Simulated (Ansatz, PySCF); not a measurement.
Sn(Me)2(Cl) (C2H6ClSn), SMILES [CH3][Sn]([Cl])[CH3], multiplicity 2. Atoms are numbered in the order given.

```xyz
10

Sn    -0.2925     0.1921     0.1379
C     -1.5111    -1.3987    -0.7719
H     -0.9320    -1.7973    -1.6187
H     -2.4633    -0.9774    -1.1251
H     -1.6977    -2.1950    -0.0395
C      0.2281     1.6905    -1.3877
H      0.7301     1.1504    -2.2048
H      0.9083     2.4400    -0.9624
H     -0.6876     2.1749    -1.7562
Cl     1.8088    -0.9048     0.5703
```
Charge 0, spin multiplicity 2.

Geometry optimised at B3LYP-D3(BJ)/def2-SVP. The spin state was assumed, not searched. The isomer is the one that the SMILES or the coordinates give; other isomers of the formula were not compared. The def2 effective core potentials stand for the cores of Sn; spin–orbit coupling is left out.

Two levels are set side by side: PBE-D3(BJ)/def2-SVP (Ansatz, a first-principles code) and B3LYP-D3(BJ)/def2-SVP (Ansatz). Each level has its own optimised geometry; the coordinates shown are those of the second. Frequencies come from the Hessian of PySCF at each geometry. Differences are taken from unrounded values.

```csv
quantity,B3LYP-D3(BJ)
mean bond length (Å),1.490
bond Sn1–C2 (Å),2.201
bond Sn1–C6 (Å),2.201
bond Sn1–Cl10 (Å),2.410
bond C2–H3 (Å),1.101
bond C2–H4 (Å),1.099
bond C2–H5 (Å),1.098
bond C6–H7 (Å),1.101
bond C6–H8 (Å),1.098
bond C6–H9 (Å),1.099
highest harmonic wavenumber (cm⁻¹),3171
mean harmonic wavenumber (cm⁻¹),1305
zero-point energy (kcal/mol),44.79
```

**Question.** What does PBE-D3(BJ) give, and how far is it from B3LYP-D3(BJ)? (The exact figures need the calculation; the answer reports its results.)

**Answer.** 
```csv
quantity,PBE-D3(BJ),PBE-D3(BJ) minus B3LYP-D3(BJ)
mean bond length (Å),1.495,0.006
bond Sn1–C2 (Å),2.204,0.003
bond Sn1–C6 (Å),2.204,0.003
bond Sn1–Cl10 (Å),2.412,0.002
bond C2–H3 (Å),1.108,0.007
bond C2–H4 (Å),1.107,0.007
bond C2–H5 (Å),1.105,0.007
bond C6–H7 (Å),1.108,0.007
bond C6–H8 (Å),1.105,0.007
bond C6–H9 (Å),1.107,0.007
highest harmonic wavenumber (cm⁻¹),3122,-49
mean harmonic wavenumber (cm⁻¹),1273,-32
zero-point energy (kcal/mol),43.67,-1.11
```

Exact exchange shortens and stiffens bonds; PBE has none. Differences between two approximate levels are no errors against the true value.
